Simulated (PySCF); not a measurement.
The numbers are results of PBE-D3(BJ)/def2-TZVP // PBE0-D4/def2-TZVP (PySCF), not measurements. All species are isolated molecules in the gas phase. One relaxed conformer stands for a flexible species; it need not be the lowest. Excitations are Tamm–Dancoff values on a coarser integration grid. The basis has no diffuse functions, so Rydberg states are missing or too high.

Reference species (SMILES): `O[SiH2]C` (C–Si–O–H torsion 70°) (neutral, multiplicity 1).

```
Property                 Result
----------------------  -------
S1–T1 gap (TDA)         0.31 eV
S1 oscillator strength    0.008
T1 excitation (TDA)     6.36 eV
```

Changed species: `O[SiH2][GeH3]` (H–O–Si–Ge torsion 60°) (X = germyl; the reference has X = methyl).

Problem. Predict the effect on the S1–T1 gap (TDA), S1 oscillator strength and T1 excitation (TDA).

Solution. the S1–T1 gap (TDA) increases by 0.22 eV, to 0.53 eV; the S1 oscillator strength stays essentially unchanged; the T1 excitation (TDA) drops by 1.25 eV, to 5.11 eV.
